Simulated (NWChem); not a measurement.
CH5FO2Si; SMILES C[Si](O)(O)F

```xyz
10

C     -0.1534    -1.7674    -0.4286
Si     0.0190     0.0169     0.0025
O     -0.0754     1.0670    -1.2712
O      1.4705     0.2429     0.7376
F     -1.1965     0.4213     1.0068
H      0.6037    -2.0617    -1.1703
H     -0.0174    -2.3919     0.4673
H     -1.1490    -1.9811    -0.8455
H     -0.9501     1.3789    -1.5187
H      1.7746     1.1524     0.8115
```
Atoms are numbered in this order, from 1.

Program: NWChem. Medium grid unless said otherwise, to which SCAN and Minnesota functionals are sensitive. The geometry was optimised at PBE0/def2-SVP. Hybrids' shares of exact exchange are those that their runs print; pure functionals count as 0. The functionals differ in more than this share.

| row | share of exact exchange | highest occupied level (eV) |
|---|---|---|
| PBE/def2-TZVP | 0.00 | -7.58 |
| r2SCAN/def2-TZVP | 0.00 | -7.96 |
| TPSSh/def2-TZVP | 0.10 | -8.33 |
| B3LYP/def2-TZVP | 0.20 | -8.97 |
| PBE0/def2-TZVP | 0.25 | withheld |
| PW6B95/def2-TZVP | 0.28 | -9.34 |

### Question
Fit a straight line of the last column on the one before it, predict the withheld value, and compare with the run.

### Answer

1. Means of the 5 shown rows: x = 0.116, y = -8.436. Slope Σ(x − x̄)(y − ȳ)/Σ(x − x̄)² = -0.3493/0.06112 = -5.715; intercept -7.773.
2. The shown rows scatter about the line by 0.124 (root mean square); the largest residual is +0.19, at PBE/def2-TZVP.
3. At x = 0.25 (PBE0/def2-TZVP; inside the shown range) the line gives -9.20.
4. The run gives -9.21, -0.01 from the line, 0.1 times the scatter.
